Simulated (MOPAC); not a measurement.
Input for MOPAC: AM1 on N2 (SMILES N#N).

```
AM1 1SCF PRECISE CHARGE=0 THREADS=1
N2

N     -0.21362157 1    -0.07656925 1    -1.11253120 1
N     -0.50001753 1     0.37811009 1    -0.16328979 1
```

The log:

```
*******************************************************************************
 **                                                                           **
 **                              MOPAC v23.2.5                                **
 **                                                                           **
 *******************************************************************************
 ** MOPAC's Digital Object Identifier: https://doi.org/10.5281/zenodo.6511958 **
 **                                                                           **
 ** Please cite the open-source release paper for use of this MOPAC version:  **
 ** J. E. Moussa and J. J. P. Stewart (2026)                                  **
 ** MOPAC: An open-source semiempirical molecular orbital program             **
 ** J. Open Source Softw., 11(119), 8025, https://doi.org/10.21105/joss.08025 **
 *******************************************************************************

                              AM1 CALCULATION RESULTS

 *******************************************************************************
 *  AM1        - The AM1 Hamiltonian to be used
 *
 *
 *
 *                 CHARGE ON SYSTEM = 0
 *
 *
 *
 *  PRECISE    - TIGHTER CRITERIA TO BE USED
 *  1SCF       - DO 1 SCF AND THEN STOP
 *  THREADS=1  - MULTI-THREADING NOT USED
 *  T=         - A TIME OF 172800.0 SECONDS REQUESTED
 *  DUMP=N     - RESTART FILE WRITTEN EVERY 7200.0 SECONDS REQUESTED
 *******************************************************************************
AM1 1SCF PRECISE CHARGE=0 THREADS=1
 N2

   ATOM   CHEMICAL          X               Y               Z
  NUMBER   SYMBOL      (ANGSTROMS)     (ANGSTROMS)     (ANGSTROMS)

     1       N         -0.21362157  *  -0.07656925  *  -1.11253120  *
     2       N         -0.50001753  *   0.37811009  *  -0.16328979  *



          CARTESIAN COORDINATES

    NO.       ATOM           X           Y           Z

     1         N         -0.2136     -0.0766     -1.1125
     2         N         -0.5000      0.3781     -0.1633

  N: (AM1): M.J.S. DEWAR ET AL, J. AM. CHEM. SOC. 107 3902-3909 (1985)

           Empirical Formula: N2  =     2 atoms



      MOLECULAR POINT GROUP   :   D*h


      RHF CALCULATION, NO. OF DOUBLY OCCUPIED LEVELS = 5


 -------------------------------------------------------------------------------
 AM1 1SCF PRECISE CHARGE=0 THREADS=1
 N2



     1SCF WAS SPECIFIED, SO BFGS WAS NOT USED
     SCF FIELD WAS ACHIEVED


                              AM1 CALCULATION
                                                       MOPAC v23.2.5 Linux




          FINAL HEAT OF FORMATION =         11.65502 KCAL/MOL =      48.76462 KJ/MOL


          COSMO AREA              =         54.67 SQUARE ANGSTROMS
          COSMO VOLUME            =         36.88 CUBIC ANGSTROMS

          IONIZATION POTENTIAL    =         14.269761 EV
          HOMO LUMO ENERGIES (EV) =        -14.270  1.134
          NO. OF FILLED LEVELS    =          5
          MOLECULAR WEIGHT        =         28.0134         POINT GROUP:  D*h

          MOLECULAR DIMENSIONS (Angstroms)

            Atom       Atom       Distance
            N     2    N     1     1.09079
            N     2    N     1     0.00000
            N     1    N     2     0.00000


          SCF CALCULATIONS        =          1





   ATOM   CHEMICAL          X               Y               Z
  NUMBER   SYMBOL      (ANGSTROMS)     (ANGSTROMS)     (ANGSTROMS)

     1       N         -0.21362157  *  -0.07656925  *  -1.11253120  *
     2       N         -0.50001753  *   0.37811009  *  -0.16328979  *

                             CARTESIAN COORDINATES

   1    N       -0.213621570    -0.076569250    -1.112531200
   2    N       -0.500017530     0.378110090    -0.163289790


           Empirical Formula: N2  =     2 atoms



      MOLECULAR POINT GROUP   :   D*h


                  EIGENVALUES
 -41.84720 -21.36823 -16.40923 -16.40923 -14.26976   1.13352   1.13352   6.09399


              NET ATOMIC CHARGES AND DIPOLE CONTRIBUTIONS

  ATOM NO.   TYPE          CHARGE      No. of ELECS.   s-Pop       p-Pop
    1          N          -0.000000        5.0000     1.83818     3.16182
    2          N           0.000000        5.0000     1.83818     3.16182
 DIPOLE           X         Y         Z       TOTAL
 POINT-CHG.    -0.000     0.000     0.000     0.000
 HYBRID         0.000    -0.000    -0.000     0.000
 SUM           -0.000     0.000     0.000     0.000


          ATOMIC ORBITAL ELECTRON POPULATIONS

     Atom    s        px        py        pz
    1  N   1.83818   1.01116   1.02812   1.12255
    2  N   1.83818   1.01116   1.02812   1.12255

 **********************
 *                    *
 * JOB ENDED NORMALLY *
 *                    *
 **********************




 == MOPAC DONE ==
```

The run finished.

Cost: around 0.03 core-seconds (rough).
